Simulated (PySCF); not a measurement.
Excitations are Tamm–Dancoff values on a coarser integration grid. The basis has no diffuse functions, so Rydberg states are missing or too high.

Cartesian coordinates (Å):
SMILES: OC[SiH3]
```xyz
9

O     -1.6302     0.6175     0.2523
C     -0.7373    -0.3037    -0.3599
Si     1.0756     0.0880     0.0159
H     -1.4950     0.5879     1.2027
H     -0.9099    -0.2278    -1.4368
H     -0.9731    -1.3412    -0.0836
H      1.9686    -0.9597    -0.5506
H      1.2495     0.1242     1.4960
H      1.4518     1.4146    -0.5361
```
Charge 0, spin multiplicity 1.

**Question.** Estimate the S1 excitation (TDA), HOMO–LUMO gap, brightest of the four lowest singlets (TDA), dipole moment and S1–T1 gap (TDA) that PBE-D3(BJ)/def2-TZVP // PBE0-D3(BJ)/def2-TZVP (PySCF 2.14.0) returns for this input.

**Answer.** 
```json
{
  "S1 excitation (TDA)": "5.77 eV",
  "HOMO–LUMO gap": "5.64 eV",
  "brightest of the four lowest singlets (TDA)": "7.10 eV",
  "dipole_moment": "1.15 D",
  "S1–T1 gap (TDA)": "0.32 eV"
}
```
